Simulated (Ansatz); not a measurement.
Total energies of CH₅AsSi (`C1[SiH2][AsH]1`).

```xyz
8

C    -0.433   -0.018   -0.865
Si   -0.240   -0.284    0.948
As    1.562   -0.300   -0.507
H    -0.689    0.958   -1.262
H    -0.831   -0.833   -1.462
H    -0.717   -1.570    1.505
H    -0.446    0.870    1.849
H     1.794    1.178   -0.207
```

Charge 0, multiplicity 1. Correlated methods include outer-core shells of As, which these sets cover unevenly. Scalar relativity is left out up to krypton. The structure was optimised at the PBE0-D4/def2-TZVP level. Basis def2-TZVPP, Ansatz 0.2.0.

RPA on PBE orbitals: Hartree–Fock energy of these orbitals -2563.85938 Eh, correlation -0.94775 Eh (frozen core).

| functional | energy without D4 (Eh) | D4 term (kJ/mol) |
| --- | --- | --- |
| r2SCAN | -2566.42298 | -3.8 |
| B97M-V | -2565.99808 | – |
| PBE0 | -2566.03899 | -14.4 |
| r2SCAN0 | -2566.40141 | -4.5 |
| BHLYP | -2566.43522 | -23.3 |
| CAM-B3LYP | -2566.58049 | -14.7 |
| ωB97X-V | -2566.21709 | – |
| ωB97M-V | -2566.30419 | – |
| B2PLYP | -2565.94702 | – |
| PBE-QIDH | -2565.62408 | – |

**Question.** Give the same for LDA (SPW92), PBE, revPBE, BLYP, B3LYP, r2SCANh, HSE06 (plane-wave form), LC-ωPBE. (An estimate is asked.)

**Answer.** The calculation gave: 
```tsv
functional	energy without D4 (Eh)	D4 term (kJ/mol)
LDA (SPW92)	-2561.64014	–
PBE	-2565.93818	-17.2
revPBE	-2566.23508	-49.6
BLYP	-2566.49838	-38.0
B3LYP	-2566.54917	-28.2
r2SCANh	-2566.41393	-4.1
HSE06 (plane-wave form)	-2566.03143	-13.5
LC-ωPBE	-2566.06065	–
```

B3LYP takes the VWN-RPA correlation (the form of Gaussian; ORCA's B3LYP/G). HSE06 is the plane-wave form, built on full-range PBE exchange. The double hybrids freeze the cores in their second-order part.

LC-ωPBE has ω = 0.4 bohr⁻¹.
